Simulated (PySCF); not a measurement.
C₂H₇BO, SMILES BOCC. Atoms are numbered in the order given.

```xyz
11

B      0.4967    -0.8820     1.5431
H     -0.6063    -1.2588     1.8761
H      1.5097    -1.2871     2.0546
O      0.6360     0.0290     0.5618
C     -0.4767     0.5844    -0.1438
C     -0.4254     0.1766    -1.6057
H     -1.4168     0.2543     0.3314
H     -0.4041     1.6792    -0.0437
H     -0.5303    -0.9143    -1.7114
H     -1.2428     0.6604    -2.1627
H      0.5319     0.4782    -2.0569
```
Charge 0, spin multiplicity 1.

Coordinates come from a TPSSh-D3(BJ)/def2-SVP optimisation. The structure was generated by enumeration, and PubChem lists no compound with its InChIKey, so it may never have been made. One conformer was computed; it need not be the lowest.

Two levels are set side by side: PBE/pcSseg-1 (PySCF) and PBE0/pcSseg-1 (PySCF). GIAO shifts against BF3 (¹¹B), H2O (¹⁷O), TMS (¹H), TMS (¹³C) at the same level; non-relativistic, no solvent, atoms listed together averaged. Differences are taken from unrounded values.

```csv
quantity,PBE0
δ(¹¹B) of B1 (ppm),35.3
δ(¹⁷O) of O4 (ppm),250.3
δ(¹³C) of C5 (ppm),77.8
δ(¹³C) of C6 (ppm),22.4
```

What does PBE give, and how far is it from PBE0? (Estimate from the structure and the level; the computed values follow.)


```csv
quantity,PBE,PBE minus PBE0
δ(¹¹B) of B1 (ppm),35.2,-0.1
δ(¹⁷O) of O4 (ppm),275.9,25.5
δ(¹³C) of C5 (ppm),81.4,3.6
δ(¹³C) of C6 (ppm),22.8,0.4
```

Rough cost on one machine, each run with all the roots and properties that it gave: PBE0 against PBE within a factor of 2.
